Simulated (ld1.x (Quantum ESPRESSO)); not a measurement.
Plane-wave convergence, TM potential for ytterbium

| Quantity | Value |
| --- | --- |
| Element | Yb (Z = 70) |
| Generator | ld1.x (Quantum ESPRESSO) 7.5 |
| Type | norm-conserving Troullier–Martins (Kleinman–Bylander form) |
| Functional | PBE |
| Relativity | scalar-relativistic |
| Frozen core | [Kr] 4d10 |
| Valence charge | 24 |
| Reference configuration | 4f14 5s2 5p6 5d1 6s1 6p0 |
| Partial waves | 5s (bound): rc 2.10 bohr; 5d (bound): rc 2.90 bohr; 4f (bound): rc 1.10 bohr; 5p (bound): rc 1.80 bohr |
| Local potential | the p channel |
| Core correction | Bessel-smoothed model core, default radius (core density twice the valence density) |

Occupied shells without a wave of their own: 6s. They enter only through the test configuration that unscreens the potential, and ld1.x also counts them in the model core charge.

The pseudo-atom Hamiltonian at the reference potential is diagonalised in spherical Bessel functions j_l(qr) that vanish at 20 bohr, with q² up to the cutoff. All-electron valence levels (Ry): 5s -4.0160, 6s -0.2929, 5d -0.0528, 4f -0.2055, 5p -1.9984, 6p -0.0930.

Problem. How do the lowest levels (Ry) of each channel move with the cutoff, and are there ghosts?

Solution.

```
cutoff (Ry)     s #1     s #2     s #3     d #1    d #2     f #1     p #1     p #2    p #3  Σ f·Δε (mRy)
          8  -3.9924  -0.2624  -0.0143  -0.0255  0.0492   0.0752  -1.7987  -0.0823  0.0330        5199.9
         25  -4.0151  -0.2656  -0.0149  -0.0527  0.0393   0.0752  -1.9889  -0.0937  0.0282        3983.0
         50  -4.0160  -0.2677  -0.0152  -0.0527  0.0393   0.0752  -1.9979  -0.0941  0.0280        3924.8
        100  -4.0160  -0.2681  -0.0153  -0.0527  0.0393   0.0752  -1.9984  -0.0941  0.0280        3921.9
        180  -4.0160  -0.2681  -0.0153  -0.0527  0.0393   0.0751  -1.9984  -0.0941  0.0280        3921.0
        400  -4.0160  -0.2681  -0.0153  -0.0527  0.0393  -0.2050  -1.9984  -0.0941  0.0280           0.0
```

Result: no extra level below or beside the all-electron valence levels (s, d, f, p tested); 10 mRy is reached at over 300 Ry and 1 mRy at over 300 Ry.

The potential misses its own reference levels by up to 0.3 eV. ld1.x takes every shell without a wave as core, so the model core holds the 6s electrons as well and exchange and correlation see them twice. This cancels in the reference configuration, but the file is broken for other ones, and its errors say nothing about a proper core correction. 3 of 7 tests not solved or not reliable.
